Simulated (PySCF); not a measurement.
Correlation energy of Yb³⁺ (ytterbium, charge +3)

Starting occupation: [Xe] 4f13, 4f5/2 with m_j = -5/2, -3/2, -1/2, +1/2, +3/2, +5/2, 4f7/2 with m_j = -5/2, -3/2, -1/2, +1/2, +3/2, +5/2, +7/2. Calculation: PySCF 2.14, in x2c-QZVPPall-2c; X2C-1e with screened-nucleus spin-orbit coupling, Gaussian nucleus. Frozen: [Ar] 3d10; 39 electrons correlated; the 34 highest virtual spinors left out.

MP2 pair energies summed by pair of shells (mhartree):

```
       pair   energy  share (%)
4f5/2-4f7/2  -343.00       15.5
4f7/2-4f7/2  -181.57        8.2
4d5/2-4f7/2  -142.52        6.5
4f5/2-4f5/2  -126.83        5.7
4d5/2-4f5/2  -123.61        5.6
4f7/2-5p3/2  -111.72        5.1
4f5/2-5p3/2   -95.97        4.3
4d3/2-4f7/2   -85.25        3.9
4d3/2-4f5/2   -67.44        3.1
5p3/2-5p3/2   -63.11        2.9
4d3/2-4d5/2   -62.90        2.8
4f7/2-5p1/2   -62.70        2.8
5p1/2-5p3/2   -60.03        2.7
4f5/2-5p1/2   -48.44        2.2
4f7/2-4p3/2   -46.47        2.1
4d5/2-4d5/2   -46.10        2.1
4f7/2-5s1/2   -41.36        1.9
4f5/2-4p3/2   -40.79        1.8
4d5/2-4p3/2   -38.26        1.7
4f5/2-5s1/2   -34.13        1.5
4d5/2-5p3/2   -27.00        1.2
5p3/2-5s1/2   -25.79        1.2
4d3/2-4p3/2   -25.25        1.1
4f7/2-4p1/2   -21.71        1.0
4d3/2-4d3/2   -18.59        0.8
4d5/2-4p1/2   -18.33        0.8
4f5/2-4p1/2   -18.04        0.8
4d5/2-5s1/2   -17.19        0.8
4f7/2-4s1/2   -16.27        0.7
4d5/2-5p1/2   -15.62        0.7
```

Total MP2 correlation energy: -2209.3 mhartree.

This basis was not built for core-valence correlation, so the inner-shell part is incomplete.
